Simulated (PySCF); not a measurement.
Zr(O)2 anion (O2Zr), SMILES [O]=[Zr]=[O] (connectivity only; charge and spin as stated), charge -1, multiplicity 2. Atoms are numbered in the order given.

```xyz
3

Zr     0.0000     0.0000    -0.2960
O      0.0000     1.4710     0.7399
O      0.0000    -1.4710     0.7399
```
Charge -1, spin multiplicity 2.

Geometry optimised at PBE0-D3(BJ)/def2-TZVPD. The spin state was assumed, not searched. The isomer is the one that the SMILES or the coordinates give; other isomers of the formula were not compared. The def2 effective core potentials stand for the cores of Zr; spin–orbit coupling is left out.

The numbers are results of r2SCAN/def2-TZVPD in PySCF, not measurements.

Mulliken values depend strongly on the basis, most of all with diffuse functions as here. ESP charges are fitted to the potential on shells at 1.4 to 2.0 van der Waals radii. Atomic charges (e):

```csv
atom,ESP fit,Mulliken,Mulliken spin
Zr1,(withheld),0.65,1.24
O2,(withheld),-0.83,-0.12
O3,(withheld),-0.83,-0.12
```

Q: Some entries are withheld; supply them. (The exact figures need the calculation; the answer reports its results.)

A: 
- Zr1, ESP fit: 0.08
- O2, ESP fit: -0.54
- O3, ESP fit: -0.54
